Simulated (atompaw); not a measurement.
# What one change does to a pseudopotential (erbium (Er), PAW (atompaw))

```json
{
  "Element": "Er (Z = 68)",
  "Generator": "atompaw 4.2.0.5",
  "Type": "PAW",
  "Functional": "LDA (PW92)",
  "Relativity": "scalar-relativistic",
  "Frozen core": "[Kr] 4d10",
  "Valence charge": "22",
  "Reference configuration": "4f12 5s2 5p6 5d0 6s2 6p0",
  "Partial waves": "5s (bound): rc 1.65 bohr; 6s (bound): rc 3.00 bohr; 5p (bound): rc 2.20 bohr; 6p (bound, empty): rc 2.40 bohr; 5d (bound, empty): rc 3.00 bohr; 5d channel at 2.25 Ry: rc 3.00 bohr; 4f (bound): rc 1.35 bohr; 4f channel at 0.75 Ry: rc 1.35 bohr",
  "Local potential": "bessel scheme, radius 2.55 bohr",
  "Core correction": "smooth core density matched at 2.85 bohr",
  "Augmentation charge": "sinc compensation charge, radius 2.20 bohr; PAW radius 3.00 bohr; waves and projectors: custom polynom vanderbiltortho"
}
```

Change: all radii scaled by about 1.15 (s 1.90, p 2.52, d 3.44, f 1.54 bohr); local potential bessel scheme, radius 2.92 bohr; augmentation sinc compensation charge, radius 2.52 bohr; PAW radius 3.44 bohr; waves and projectors: custom polynom vanderbiltortho; core correction smooth core density matched at 3.26 bohr.

Cutoffs: the cutoffs (Ry, on a coarse ladder) from which the occupation-weighted sum of valence levels, in a spherical-Bessel basis at the reference potential, stays within 10 and 1 mRy of its value at 400 Ry; they do not see the model core or the augmentation charge, which bear on the density cutoff.

What does the change do?

The potential gets softer (110 Ry and 180 Ry → 90 Ry and 140 Ry); neither file shows a bound ghost. A larger radius leaves more room for a smooth pseudo-wave, so fewer plane waves are needed.

```tsv
quantity	base	changed
cutoff, loose	110 Ry	90 Ry
cutoff, tight	180 Ry	140 Ry
loose cutoff by channel (10 mRy a level)	s 12 Ry, p 12 Ry, f 70 Ry	s 12 Ry, p 10 Ry, f 45 Ry
bound ghosts	none	none
lowest overlap eigenvalue by channel	s 0.49, p 0.76, d 0.91, f 1.00	s 0.44, p 0.74, d 0.86, f 1.00
```

 The cutoffs see the waves, projectors and local potential, not the compensation charge or the core.
